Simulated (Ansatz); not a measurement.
`C[O][Al]([OH])[F]` and `C[O][Al]([OH])[Br]` differ in one element.

Ansatz, PBE0-D4/def2-TZVP geometries, multiplicity 1. Each molecule was computed in one conformer, which needn't be the lowest.

Scalar relativity is left out up to krypton.

```tsv
property	`C[O][Al]([OH])[F]`
HOMO energy (ωB97M-V/def2-TZVPP) / eV	-10.77
HOMO–LUMO gap (B3LYP/def2-TZVPP) / eV	7.13
ideal-gas entropy at 298 K and 1 bar (rigid rotor, harmonic PBE0-D4/def2-TZVP) / J/(mol·K)	354
zero-point energy (PBE0-D4/def2-TZVP) / kJ/mol	154.1
HOMO energy (PBE0/def2-TZVPP) / eV	-8.35
LUMO energy (ωB97M-V/def2-TZVPP) / eV	0.95
```

Question: What does the change do to each property? (An estimate is asked.)

Answer: The calculation gave: 
```json
{"property": "HOMO energy (ωB97M-V/def2-TZVPP) / eV", "`C[O][Al]([OH])[Br]`": "-10.76", "shift": "0.01"}
{"property": "HOMO–LUMO gap (B3LYP/def2-TZVPP) / eV", "`C[O][Al]([OH])[Br]`": "7.13", "shift": "0.00"}
{"property": "ideal-gas entropy at 298 K and 1 bar (rigid rotor, harmonic PBE0-D4/def2-TZVP) / J/(mol·K)", "`C[O][Al]([OH])[Br]`": "376", "shift": "22"}
{"property": "zero-point energy (PBE0-D4/def2-TZVP) / kJ/mol", "`C[O][Al]([OH])[Br]`": "150.7", "shift": "-3.4"}
{"property": "HOMO energy (PBE0/def2-TZVPP) / eV", "`C[O][Al]([OH])[Br]`": "-8.38", "shift": "-0.03"}
{"property": "LUMO energy (ωB97M-V/def2-TZVPP) / eV", "`C[O][Al]([OH])[Br]`": "0.93", "shift": "-0.02"}
```

B3LYP here is the variant with VWN-RPA as its local correlation; programs differ in this.

Spin–orbit coupling is left out; it splits and shifts lone-pair levels of the heavy atoms by tenths of an eV.
